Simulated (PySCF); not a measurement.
Correlation energy of Ca⁻ (calcium, charge -1)

[Ar] 3d1 4s2, 2D determinant. Calculation: PySCF 2.14, in x2c-TZVPPall with one added diffuse shell each of s, p, d type (7s6p4d, 45 functions); scalar relativity by spin-free X2C-1e. Frozen: [Ar]; 3 electrons correlated.

```json
{"level": "CCSD", "correlation energy (mhartree)": "-34.93"}
{"level": "(T)", "correlation energy (mhartree)": "-1.70"}
{"level": "CCSD(T)", "correlation energy (mhartree)": "-36.63"}
{"level": "CCSDT", "correlation energy (mhartree)": "-38.57"}
```

Diagnostics: T1 = 0.058, D1 = 0.1355, largest double amplitude 0.134.

The configuration of this anion was assumed by filling the next shell in order. It is not the known or likely ground configuration (Ca⁻, Sr⁻ and Ba⁻, for instance, bind a p electron), so these values are not the electron affinity of the element. T1 exceeds 0.03, a sign that the reference determinant is poor.

Cost of the coupled-cluster step: of the order of 1.4 core-seconds, for 3 correlated electrons.

Iterations:

```
CC2 = 0
CCSD nocc = (np.int64(2), np.int64(1)), nmo = (36, 36)
frozen orbitals [[0, 1, 2, 3, 4, 5, 6, 7, 8], [0, 1, 2, 3, 4, 5, 6, 7, 8]]
max_cycle = 100
direct = 0
conv_tol = 1e-08
conv_tol_normt = 1e-06
diis_space = 8
diis_start_cycle = 0
Init t2, MP2 energy = -0.0211534108762137
Init E_corr(UCCSD) = -0.0211534108771027
cycle = 1  E_corr(UCCSD) = -0.0278992400754046  dE = -0.0067458292  norm(t1,t2) = 0.0865233
cycle = 2  E_corr(UCCSD) = -0.0306153580156988  dE = -0.00271611794  norm(t1,t2) = 0.0500816
cycle = 3  E_corr(UCCSD) = -0.0337181544524714  dE = -0.00310279644  norm(t1,t2) = 0.0352655
cycle = 4  E_corr(UCCSD) = -0.034354349323531  dE = -0.000636194871  norm(t1,t2) = 0.0197448
cycle = 5  E_corr(UCCSD) = -0.0350392375545826  dE = -0.000684888231  norm(t1,t2) = 0.00994255
cycle = 6  E_corr(UCCSD) = -0.0347204875915445  dE = 0.000318749963  norm(t1,t2) = 0.00441156
cycle = 7  E_corr(UCCSD) = -0.0349276533050741  dE = -0.000207165714  norm(t1,t2) = 0.00265382
cycle = 8  E_corr(UCCSD) = -0.034935351942074  dE = -7.698637e-06  norm(t1,t2) = 0.00106447
cycle = 9  E_corr(UCCSD) = -0.0349115472879019  dE = 2.38046542e-05  norm(t1,t2) = 0.000376492
cycle = 10  E_corr(UCCSD) = -0.0349326040175744  dE = -2.10567297e-05  norm(t1,t2) = 0.000173732
cycle = 11  E_corr(UCCSD) = -0.0349294537530152  dE = 3.15026456e-06  norm(t1,t2) = 4.89333e-05
cycle = 12  E_corr(UCCSD) = -0.0349293669474758  dE = 8.68055394e-08  norm(t1,t2) = 1.59665e-05
cycle = 13  E_corr(UCCSD) = -0.0349293605132626  dE = 6.43421316e-09  norm(t1,t2) = 1.0224e-05
cycle = 14  E_corr(UCCSD) = -0.0349292984358811  dE = 6.20773815e-08  norm(t1,t2) = 1.53003e-05
cycle = 15  E_corr(UCCSD) = -0.0349293544858195  dE = -5.60499384e-08  norm(t1,t2) = 5.31362e-06
cycle = 16  E_corr(UCCSD) = -0.034929344868802  dE = 9.61701752e-09  norm(t1,t2) = 3.00894e-06
cycle = 17  E_corr(UCCSD) = -0.0349293432366543  dE = 1.63214773e-09  norm(t1,t2) = 4.04776e-06
cycle = 18  E_corr(UCCSD) = -0.0349293453735455  dE = -2.13689124e-09  norm(t1,t2) = 1.84938e-06
cycle = 19  E_corr(UCCSD) = -0.0349293455191047  dE = -1.45559211e-10  norm(t1,t2) = 6.94673e-07
UCCSD converged
E(UCCSD) = -679.6067361211697  E_corr = -0.03492934551910475
UCCSD(T) correction = -0.00169547055746048
```
